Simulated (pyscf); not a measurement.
# Four-centre exchange: H₃Si–Se–SiH₃ + Cl–Ge:–Cl [singlet] → H₃Si–Cl + H₃Si–Se–Ge:–Cl [singlet]

Gas phase, singlet surface, charge 0. Bonds broken: Si1–Se2, Ge10–Cl11. Bonds formed: Si1–Cl11, Se2–Ge10. Structures and frequencies: ωB97X-D3(BJ)/def2-SVP in PySCF.

Transition state (Å):

```xyz
12

Si    -2.5824     0.9024    -0.3644
Se    -1.3195    -1.1888     0.4473
Si     0.6133    -0.5523    -0.6132
H     -2.1380     0.4265    -1.7115
H     -3.8947     0.3469     0.0416
H     -2.7295     2.3659    -0.6241
H      1.7504    -1.3588    -0.1150
H      0.3477    -0.8615    -2.0447
H      0.8005     0.9097    -0.4395
Ge    -0.9327    -0.2952     2.7647
Cl    -1.6824     1.7551     1.6748
Cl     1.2326     0.1329     2.5242
```

One imaginary mode, 269i cm⁻¹; descent along it reached the two sides named, in the forms told below.

```tsv
bond	change	reactant side (Å)	saddle	product side
Si1–Se2	breaks	2.308	2.574	3.6
Ge10–Cl11	breaks	2.243	2.440	3.0
Si1–Cl11	forms	3.4	2.387	2.097
Se2–Ge10	forms	2.7	2.514	2.374
```

Electronic energies relative to the separated reactants (kcal/mol):

| level | barrier | reaction energy | reverse barrier |
|---|---|---|---|
| ωB97X-D3(BJ)/def2-TZVP | 1.7 | -5.2 | 7.0 |
| PBE/def2-TZVP | 7.5 | -4.1 | 11.5 |
| r²SCAN/def2-TZVP | 6.6 | -5.0 | 11.6 |
| B3LYP-D3(BJ)/def2-TZVP | 5.6 | -5.5 | 11.1 |
| PBE0-D3(BJ)/def2-TZVP | 3.6 | -4.8 | 8.3 |
| M06-2X/def2-TZVP | 8.1 | -4.9 | 12.9 |
| ωB97M-D3(BJ)/def2-TZVP | 8.9 | -4.2 | 13.0 |
| HF/def2-TZVP | 29.7 | -3.8 | 33.4 |

With ωB97M-D3(BJ)/def2-TZVP energies and thermal terms (ideal gas, 1 atm, RRHO with modes under 100 cm⁻¹ raised to 100, one conformer, R ln 2 for chiral ones without a mode under 150 cm⁻¹), in kcal/mol:

| T (K) | ΔH‡ | ΔG‡ | ΔH | ΔG |
|---|---|---|---|---|
| 298 | 9.8 | 23.5 | -3.7 | -2.5 |
| 600 | 10.3 | 37.1 | -3.8 | -1.2 |
| 900 | 10.8 | 50.3 | -3.9 | +0.2 |
| 1200 | 11.4 | 63.4 | -4.0 | +1.6 |

On the reactant side the descent ends in an adduct with a Ge–Se contact, 18.2 kcal/mol under the separated species and 19.9 kcal/mol under the saddle at ωB97X-D3(BJ)/def2-TZVP. On the product side the descent ends in a complex, 7.7 kcal/mol under the separated species and 14.6 kcal/mol under the saddle at ωB97X-D3(BJ)/def2-TZVP. What is counted as formed (Ge–Se) is already present as a longer contact in the reactant adduct; forming that adduct is a step of its own. One saddle was located; it need not be the lowest between these sides. Elements up to Kr have no core potential and no relativistic terms here.
